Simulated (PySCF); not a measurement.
Correlation energy of Au²⁺ (gold, charge +2)

[Xe] 4f14 5d8 6p1, one real determinant (an excited configuration). Calculation: PySCF 2.14, in aug-cc-pVDZ-PP with ECP60MDF; a scalar-relativistic core potential. Frozen: 5s2 5p6; 9 electrons correlated.

```
  level  correlation energy (mhartree)
   CCSD                        -182.56
    (T)                          -4.41
CCSD(T)                        -186.97
```

Diagnostics: T1 = 0.0091, D1 = 0.0306, largest double amplitude 0.060.

The real determinant used has ⟨L²⟩ near 14 against 20 for a pure G term, so it mixes terms. Spin-orbit coupling, absent here, splits the open shell strongly.

Cost of the coupled-cluster step: about 15 core-seconds, for 9 correlated electrons.

Iterations:

```
CC2 = 0
CCSD nocc = (np.int64(6), np.int64(3)), nmo = (50, 50)
frozen orbitals [[0, 1, 2, 3], [0, 1, 2, 3]]
max_cycle = 100
direct = 0
conv_tol = 1e-08
conv_tol_normt = 1e-06
diis_space = 8
diis_start_cycle = 0
Init t2, MP2 energy = -0.177961571740774
Init E_corr(UCCSD) = -0.177961571741546
cycle = 1  E_corr(UCCSD) = -0.178092640174976  dE = -0.000131068433  norm(t1,t2) = 0.0376913
cycle = 2  E_corr(UCCSD) = -0.180097367942464  dE = -0.00200472777  norm(t1,t2) = 0.0201658
cycle = 3  E_corr(UCCSD) = -0.181862949179102  dE = -0.00176558124  norm(t1,t2) = 0.0138802
cycle = 4  E_corr(UCCSD) = -0.182176603445521  dE = -0.000313654266  norm(t1,t2) = 0.00733635
cycle = 5  E_corr(UCCSD) = -0.1823151919488  dE = -0.000138588503  norm(t1,t2) = 0.00467079
cycle = 6  E_corr(UCCSD) = -0.182508176405233  dE = -0.000192984456  norm(t1,t2) = 0.00290793
cycle = 7  E_corr(UCCSD) = -0.182507390973146  dE = 7.85432087e-07  norm(t1,t2) = 0.00161852
cycle = 8  E_corr(UCCSD) = -0.182534830144364  dE = -2.74391712e-05  norm(t1,t2) = 0.00123533
cycle = 9  E_corr(UCCSD) = -0.18255555957945  dE = -2.07294351e-05  norm(t1,t2) = 0.000775352
cycle = 10  E_corr(UCCSD) = -0.182557874361276  dE = -2.31478183e-06  norm(t1,t2) = 0.000401793
cycle = 11  E_corr(UCCSD) = -0.182563822454377  dE = -5.9480931e-06  norm(t1,t2) = 0.000128248
cycle = 12  E_corr(UCCSD) = -0.182563266725069  dE = 5.55729308e-07  norm(t1,t2) = 4.90702e-05
cycle = 13  E_corr(UCCSD) = -0.182562623422483  dE = 6.43302586e-07  norm(t1,t2) = 1.88676e-05
cycle = 14  E_corr(UCCSD) = -0.182562491164648  dE = 1.32257835e-07  norm(t1,t2) = 8.8017e-06
cycle = 15  E_corr(UCCSD) = -0.18256255070778  dE = -5.95431326e-08  norm(t1,t2) = 3.33031e-06
cycle = 16  E_corr(UCCSD) = -0.182562589595237  dE = -3.88874565e-08  norm(t1,t2) = 8.83147e-07
cycle = 17  E_corr(UCCSD) = -0.182562592348086  dE = -2.75284931e-09  norm(t1,t2) = 4.0715e-07
UCCSD converged
E(UCCSD) = -133.543803414848  E_corr = -0.1825625923480862
UCCSD(T) correction = -0.00440947364344666
```

The reference is one real determinant that mixes LS terms of this configuration.
